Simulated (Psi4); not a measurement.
C$_{4}$H$_{7}$O$_{2}$ (SMILES [CH2]COC(C)=O), doublet, geometry from GFN2-xTB; Psi4 with MP2/6-31G**.

The Psi4 input:
```
memory 2 GB

molecule {
0 2
C     2.03808546   -0.02374396    0.44977087
C     1.36904168    0.21242418   -0.83209906
O    -0.00176593   -0.27401931   -0.86901034
C    -0.76179058    0.01957514    0.18237362
C    -2.16946993   -0.48643755   -0.00846824
O    -0.36942001    0.61570237    1.15131265
H     2.45168114    0.78541232    1.01386328
H     2.01397120   -1.00413598    0.88465910
H     1.83135593   -0.34816588   -1.65651272
H     1.35380727    1.27771201   -1.08252519
H    -2.17785247   -1.31986617   -0.70358173
H    -2.77431590    0.32152721   -0.41601349
H    -2.58435942   -0.77685491    0.95222934
}

set {
  basis 6-31g**
  reference uhf
  puream false
}

energy('mp2')
print_variables()
```

Q: Predict the main parts of the log of this Psi4 run.

A: 
```
    SCF Algorithm Type (re)set to DF.

   => Loading Basis Set <=

    Name: 6-31G**
    Role: ORBITAL
    Keyword: BASIS

         ---------------------------------------------------------
                                   SCF
               by Justin Turney, Rob Parrish, Andy Simmonett
                          and Daniel G. A. Smith
                              UHF Reference
         ---------------------------------------------------------

  ==> Geometry <==

    Molecular point group: c1
    Full point group: C1

    Geometry (in Angstrom), charge = 0, multiplicity = 2:

       Center              X                  Y                   Z               Mass
    ------------   -----------------  -----------------  -----------------  -----------------
         C            2.039366479124    -0.035856197831     0.438299056015    12.000000000000
         C            1.370322699124     0.200311942169    -0.843570873985    12.000000000000
         O           -0.000484910876    -0.286131547831    -0.880482153985    15.994914619570
         C           -0.760509560876     0.007462902169     0.170901806015    12.000000000000
         C           -2.168188910876    -0.498549787831    -0.019940053985    12.000000000000
         O           -0.368138990876     0.603590132169     1.139840836015    15.994914619570
         H            2.452962159124     0.773300082169     1.002391466015     1.007825032230
         H            2.015252219124    -1.016248217831     0.873187286015     1.007825032230
         H            1.832636949124    -0.360278117831    -1.667984533985     1.007825032230
         H            1.355088289124     1.265599772169    -1.093997003985     1.007825032230
         H           -2.176571450876    -1.331978407831    -0.715053543985     1.007825032230
         H           -2.773034880876     0.309414972169    -0.427485303985     1.007825032230
         H           -2.583078400876    -0.788967147831     0.940757526015     1.007825032230

  Running in c1 symmetry.

  Rotational constants: A =      0.25639  B =      0.09084  C =      0.07316 [cm^-1]
  Rotational constants: A =   7686.50605  B =   2723.16799  C =   2193.13837 [MHz]
  Nuclear repulsion =  241.192004877564017

  Charge       = 0
  Multiplicity = 2
  Electrons    = 47
  Nalpha       = 24
  Nbeta        = 23

  ==> Algorithm <==

  SCF Algorithm Type is DF.
  DIIS enabled.
  MOM disabled.
  Fractional occupation disabled.
  Guess Type is SAD.
  Energy threshold   = 1.00e-08
[...]
  @DF-UHF Final Energy:  -305.24516153523228
    Total Energy =                       -305.2451615352322847
[...]
 Magnitude           :                                                    0.6958839

 ------------------------------------------------------------------------------------

  //>>>>>>>>>>>>>>>>>>>>>>>>>>>>>>>>>>>//
  //               DFMP2               //
  //<<<<<<<<<<<<<<<<<<<<<<<<<<<<<<<<<<<//

   => Loading Basis Set <=

    Name: (6-31G** AUX)
    Role: RIFIT
    Keyword: DF_BASIS_MP2

	 --------------------------------------------------------
	                          DF-MP2
	      2nd-Order Density-Fitted Moller-Plesset Theory

	        Rob Parrish, Justin Turney, Andy Simmonett,
	           Ed Hohenstein, and C. David Sherrill
	 --------------------------------------------------------

	 --------------------------------------------------------
	                 NBF =   125, NAUX =   501
	 --------------------------------------------------------
	   CLASS    FOCC     OCC    AOCC    AVIR     VIR    FVIR
	   ALPHA       0      24      24     101     101       0
	    BETA       0      23      23     102     102       0
	 --------------------------------------------------------

	-----------------------------------------------------------
	 ==================> DF-MP2 Energies <====================
	-----------------------------------------------------------
	 Reference Energy          =    -305.2451615352322847 [Eh]
	 Singles Energy            =      -0.0000000000000000 [Eh]
	 Same-Spin Energy          =      -0.2291958104440610 [Eh]
	 Opposite-Spin Energy      =      -0.6822878352141536 [Eh]
	 Correlation Energy        =      -0.9114836456582145 [Eh]
	 Total Energy              =    -306.1566451808905072 [Eh]
	-----------------------------------------------------------
	 ================> DF-SCS-MP2 Energies <==================
	-----------------------------------------------------------
	 SCS Same-Spin Scale       =       0.3333333333333333 [-]
	 SCS Opposite-Spin Scale   =       1.2000000000000000 [-]
	 SCS Same-Spin Energy      =      -0.0763986034813536 [Eh]
	 SCS Opposite-Spin Energy  =      -0.8187454022569843 [Eh]
	 SCS Correlation Energy    =      -0.8951440057383380 [Eh]
	 SCS Total Energy          =    -306.1403055409706440 [Eh]
	-----------------------------------------------------------

  Variable Map:
  ----------------------------------------------------------------------------
[...]
  Array Variable Map:
  ----------------------------------------------------------------------------
[...]
[...]
```
